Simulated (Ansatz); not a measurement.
CH3FOSeSi (`FC1O[SiH2][Se]1`), relaxed with RKS PBE0-D4/def2-TZVP in the Gaussian-basis code of Ansatz from a PBE-D4/def2-SVP geometry. The force threshold is 0.005 eV/Å; the program also tests the step.

Charge 0, multiplicity 1.

Start:

```xyz
8

F    -2.054   -0.389   -0.826
C    -0.716   -0.196   -0.935
O    -0.023   -0.999   -0.042
Si    0.779    0.156    0.947
Se   -0.198    1.726   -0.387
H    -0.418   -0.372   -1.992
H     0.362    0.070    2.387
H     2.269    0.004    0.847
```

| step | energy (eV) | largest force (eV/Å) | largest move (Å) |
| --- | --- | --- | --- |
| 1 | -79063.9089 | 0.757 | 0.000 |
| 2 | -79063.9562 | 0.568 | 0.028 |
| 3 | -79063.9667 | 0.101 | 0.014 |
| 4 | -79063.9673 | 0.059 | 0.005 |
| 5 (rejected) | -79063.9668 | 0.176 | 0.006 |
| 6 | -79063.9674 | 0.004 | 0.003 |

End:

```xyz
8

F    -2.030   -0.382   -0.807
C    -0.701   -0.179   -0.927
O    -0.012   -0.980   -0.038
Si    0.769    0.141    0.932
Se   -0.198    1.698   -0.387
H    -0.420   -0.373   -1.964
H     0.349    0.068    2.351
H     2.241    0.007    0.840
```

Hardware: 4 threads of a server CPU on a shared host. Wall time 18 s, peak host memory 0.6 GiB.
